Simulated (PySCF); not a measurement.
Correlation energy of Ge⁵⁺ (germanium, charge +5)

Starting occupation: [Ar] 3d9, 3d3/2 with m_j = -3/2, -1/2, +1/2, +3/2, 3d5/2 with m_j = -3/2, -1/2, +1/2, +3/2, +5/2. All numbers are calculated (PySCF 2.14, X2C-1e with screened-nucleus spin-orbit coupling, Gaussian nucleus, in an uncontracted even-tempered set (18 s from 0.2 bohr⁻², ratio 2.8; 13 p from 0.26 bohr⁻², ratio 2.8; 9 d from 0.26 bohr⁻², ratio 2.8; 4 f from 2.5 bohr⁻², ratio 3)). Frozen: [Ne]; 17 electrons correlated; the 76 highest virtual spinors left out.

MP2 pair energies summed by pair of shells (mhartree):

```csv
pair,energy,share (%)
3d-3d,-310.00,46.6
3d-3p,-212.36,31.9
3p-3p,-58.37,8.8
3d-3s,-52.08,7.8
3p-3s,-27.81,4.2
3s-3s,-4.49,0.7
```

Total MP2 correlation energy: -665.11 mhartree.

The GHF reference relaxed away from the jj start to a determinant that is no pure jj level (⟨S²⟩ = 0.75, ⟨J²⟩ = 8.75); the energies belong to that determinant.
